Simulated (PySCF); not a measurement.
**How methods differ on the excitation energy of Ag²⁺**

Ag²⁺ [Kr] 4d9 (2D) → Ag²⁺ [Kr] 4d8 5s1 (4F), as a difference of total energies. All numbers are calculated (PySCF 2.14, scalar relativity by spin-free X2C-1e, in x2c-TZVPPall with one added diffuse shell each of s, p, d, f type (9s7p7d3f1g, 95 functions)). Correlated levels: valence and next inner shell: [Ar] 3d10 frozen. The calculations carry no spin-orbit coupling.

```tsv
method	excitation energy (eV)
UHF	7.379
MP2 (valence and next inner shell)	8.090
SCS-MP2 (valence and next inner shell)	8.130
CCSD (valence and next inner shell)	7.888
CCSD(T) (valence and next inner shell)	7.901
```

Problem. How much does correlation contribute at CCSD(T) (valence and next inner shell)?

Solution. 7.901 − (7.379) = 0.522 eV, measured against UHF.

A first-order spin-orbit estimate (lowest level to lowest level, LS coupling) adds -0.137 eV.
